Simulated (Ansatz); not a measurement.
Reaction (silylene formation by 1,1-elimination): `O[SiH2][GeH2][SH]` → `[OH][GeH2][SH]` + `[SiH2]`

Calculated with Ansatz (gas phase, PBE0-D4/def2-TZVP geometries, no zero-point term in ΔE). CBS: MP2 limit from def2 TZ/QZ plus the TZ coupled-cluster correction, frozen cores. This one scheme is used for every species. For Ge outer-core shells are correlated without core-valence functions, which leaves a few kJ/mol of doubt a bond. Scalar relativity is left out up to krypton. Each species was taken in one conformer, which may not be the lowest.

`O[SiH2][GeH2][SH]`:

Z-matrix (Å, degrees):
```
Si
Ge 1 2.380
O 1 1.648 2 106.6
H 1 1.492 2 108.9 3 -120.5
H 1 1.492 2 110.7 3 121.7
S 2 2.233 1 109.9 3 69.4
H 2 1.536 1 113.0 3 -46.3
H 2 1.542 1 111.2 3 -169.1
H 3 0.958 1 118.2 2 -170.0
H 6 1.343 2 94.5 1 54.4
```

`[OH][GeH2][SH]`:

Z-matrix (Å, degrees):
```
Ge
S 1 2.219
O 1 1.777 2 110.8
H 1 1.530 2 112.3 3 115.5
H 1 1.537 2 104.7 3 -120.2
H 2 1.343 1 94.0 3 -65.1
H 3 0.960 1 112.2 2 -50.4
```

`[SiH2]`:

Z-matrix (Å, degrees):
```
Si
H 1 1.525
H 1 1.525 2 91.2
```

| species | MP2/def2-TZVPP energy (Eh) |
| --- | --- |
| `O[SiH2][GeH2][SH]` | -2841.12142 |
| `[OH][GeH2][SH]` | -2550.86967 |
| `[SiH2]` | -290.13578 |

Task: Work out ΔE.

Result: ΔE = (-2550.86967) + (-290.13578) − (-2841.12142) = 0.11597 Eh = +304.5 kJ/mol. CCSD(T)/CBS gives +297.9 kJ/mol.

Largest T1 diagnostic among the species: 0.014.

In def2-TZVPP, CCSD(T) changes the Hartree–Fock value by +12.7 kJ/mol (the triples alone add +3.0 kJ/mol) and MP2 by +30.7 kJ/mol. The D4 term adds +13.3 kJ/mol with B3LYP and +7.4 kJ/mol with PBE0; it sums over pairs of atoms, weighted by their polarisabilities, and B3LYP, whose exchange is more repulsive, gets the larger term.

B3LYP here is the variant with VWN-RPA as its local correlation; programs differ in this.
